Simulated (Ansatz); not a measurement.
`SB(S)Cl` + NH₃ → `NB(S)Cl` + H₂S  (ligand exchange at a B–S bond)

Isolated molecules relaxed with PBE0-D4/def2-TZVP in Ansatz; ΔE leaves out vibrations. CBS: MP2 limit from def2 TZ/QZ plus the TZ coupled-cluster correction, frozen cores. This one scheme is used for every species. Functionals use def2-TZVPP. One conformer a species, not always the lowest.

| level | ΔE (kJ/mol) |
| --- | --- |
| revPBE-D4 | -32.2 |
| BLYP-D4 | -40.2 |

Problem. What does CCSD(T)/CBS give? (An estimate is asked.)

Solution. Ansatz gave: -40.5 kJ/mol. The listed levels differ from it by 8.3, 0.3 kJ/mol.

Largest T1 diagnostic among the species: 0.013.

From BLYP to BHLYP (50 % exact exchange), in def2-TZVPP and without D4, ΔE moves by −8.6 kJ/mol. In def2-TZVPP, CCSD(T) changes the Hartree–Fock value by +16.8 kJ/mol (the triples alone add +4.2 kJ/mol) and MP2 by +21.7 kJ/mol.
